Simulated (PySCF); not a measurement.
# Molecular orbitals of CsSb⁺

PBE at R = 4.266 Å; basis Cs def2-SVP with ECP46, Sb def2-SVP with ECP28; scalar-relativistic core potentials; PySCF 2.14. State: ⁴Σ⁻ (quartet), unpaired electrons σ ↑, π ↑↑. Only the outer orbitals are listed, counted within each symmetry, core potentials removing the inner ones.

```
spin  orbital  occ.  ε (eV)  on Cs (%)  main shells (%)
   α       4σ     1  -31.98        100         100 Cs s
   α       3π     1  -18.47        100         100 Cs p
   α       3π     1  -18.47        100         100 Cs p
   α       5σ     1  -18.47         99          99 Cs p
   α       6σ     1  -16.94          1          99 Sb s
   α       7σ     1   -9.10          5          95 Sb p
   α       4π     1   -8.82          1          99 Sb p
   α       4π     1   -8.82          1          99 Sb p
   α       8σ     0   -5.36         98          98 Cs s
   α       5π     0   -3.59         98          93 Cs d
   α       5π     0   -3.59         98          93 Cs d
   β       4σ     1  -31.97        100         100 Cs s
   β       3π     1  -18.46        100         100 Cs p
   β       3π     1  -18.46        100         100 Cs p
   β       5σ     1  -18.44        100         100 Cs p
   β       6σ     1  -15.10          1          99 Sb s
   β       7σ     0   -7.28         13  87 Sb p, 8 Cs s
   β       4π     0   -6.86          3          97 Sb p
   β       4π     0   -6.86          3          97 Sb p
```

Which are the highest filled and the lowest empty level, where do they sit, and how wide is the gap?

Highest filled α 4π at -8.82 eV (in %: 99 Sb p); lowest empty β 7σ at -7.28 eV (in %: 87 Sb p, 8 Cs s); the gap at PBE is 1.54 eV.

| Item | Value |
| --- | --- |
| bond order (Mayer) | 0.17 |
| ⟨S²⟩ | 3.751 |
| charge on Cs (Mulliken, basis-dependent) | 0.92 |
| charge on Cs (Löwdin, basis-dependent) | 0.75 |
| dipole moment (positive dipole points towards Sb; it is taken about the centre of mass and depends on that origin) | -8.03 D |
| polarisability along the bond | 69.2 bohr³ |
| polarisability across the bond | 43.5 bohr³ |

Spin–orbit coupling is left out. The state is the lowest determinant that a PBE0 search found; another state may lie lower at other levels.
